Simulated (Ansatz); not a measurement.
One change: `C=[C](N)[GaH][F]` becomes `C=C(N)CN`.

Ansatz, PBE0-D4/def2-TZVP geometries, multiplicity 1. Each molecule was computed in one conformer, which needn't be the lowest.

Scalar relativity is left out up to krypton.

```
                                                                                  property  `C=[C](N)[GaH][F]`
                                                     LUMO energy (ωB97M-V/def2-TZVPP) / eV                0.35
                                                     HOMO–LUMO gap (B3LYP/def2-TZVPP) / eV                4.45
                                            size of the dipole moment (PBE/def2-TZVPP) / D                1.80
                                        size of the dipole moment (ωB97M-V/def2-TZVPP) / D                1.74
                                                         HOMO energy (PBE/def2-TZVPP) / eV               -5.20
ideal-gas entropy at 298 K and 1 bar (rigid rotor, harmonic PBE0-D4/def2-TZVP) / J/(mol·K)                 350
```

**Question.** Give the same properties after the change, and the shifts. (Best estimate.)

**Answer.** Computed: 
```csv
property,`C=C(N)CN`,shift
LUMO energy (ωB97M-V/def2-TZVPP) / eV,2.26,1.91
HOMO–LUMO gap (B3LYP/def2-TZVPP) / eV,6.03,1.58
size of the dipole moment (PBE/def2-TZVPP) / D,1.67,-0.13
size of the dipole moment (ωB97M-V/def2-TZVPP) / D,1.69,-0.05
HOMO energy (PBE/def2-TZVPP) / eV,-4.65,0.55
"ideal-gas entropy at 298 K and 1 bar (rigid rotor, harmonic PBE0-D4/def2-TZVP) / J/(mol·K)",314,-36
```

With PBE0 the HOMO rises by 0.51 eV and the LUMO rises by 2.14 eV, so the gap widens by about 1.63 eV. PBE moves the HOMO by 0.55 eV and ωB97M-V by 0.46 eV. The zero-point energy changes by 126.5 kJ/mol with +9 modes. Dipoles are sizes alone; their direction can turn.

Positive LUMOs are unbound, so they and the gaps depend on the basis.

B3LYP here is the variant with VWN-RPA as its local correlation; programs differ in this.
